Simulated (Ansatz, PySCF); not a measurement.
Gas-phase reaction (SMILES): C[O][Ge]([Cl])([Cl])[Cl] + F (HF) → [F][Ge]([Cl])([Cl])[Cl] [trichloro(fluoro)germane] + CO (CH4O) [methanol]; hydrogen fluoride cleaves one Ge-O bond, a model of a ligand-exchange step.

Geometries: B3LYP-D3(BJ)/def2-TZVP minima from Ansatz (a first-principles code), one conformer each, not searched for the lowest. Correlated levels leave the core frozen unless marked. No spin-orbit coupling. The frozen core is the preceding noble-gas configuration, with the filled d and f shells of earlier blocks. Non-relativistic. CBS marks a two-point X^-3 extrapolation of the correlation energy; Hartree-Fock from the larger set. Thermal terms are rigid-rotor harmonic-oscillator values from B3LYP-D3(BJ) frequencies (Ansatz or PySCF) at 298.15 K and 1 atm. 1 Eh = 627.5095 kcal/mol.

| species | E, CCSD(T)/CBS(def2-TZVPP,def2-QZVPP) (Ansatz) (Eh) | E, wB97M-V/def2-TZVPD (Ansatz) (Eh) | H - E (Eh) |
|---|---|---|---|
| C[O][Ge]([Cl])([Cl])[Cl] | -3570.03153 | -3572.76189 | 0.05628 |
| F (HF) | -100.39331 | -100.46200 | 0.01259 |
| [F][Ge]([Cl])([Cl])[Cl] | -3554.81938 | -3557.51293 | 0.01435 |
| CO (CH4O) | -115.61116 | -115.71687 | 0.05533 |

Task: Work out ΔE and ΔH at 298.15 K at the first level, then ΔH at the second.

Result: 
1. ΔE = [(-3554.81938) + (-115.61116)] - [(-3570.03153) + (-100.39331)] = -0.00570 Eh = -3.6 kcal/mol at CCSD(T)/CBS(def2-TZVPP,def2-QZVPP).
2. The terms H - E add up to 0.00081 Eh, so ΔH = (-0.00570 + (0.00081))×627.5095 = -3.1 kcal/mol.
3. At wB97M-V/def2-TZVPD the same steps give ΔE = -3.7 and ΔH = -3.2 kcal/mol, a shift of -0.1 from the first level.
4. These values are not checked against measurement here, since the tables used lack a sound gas-phase enthalpy of formation for at least one species.
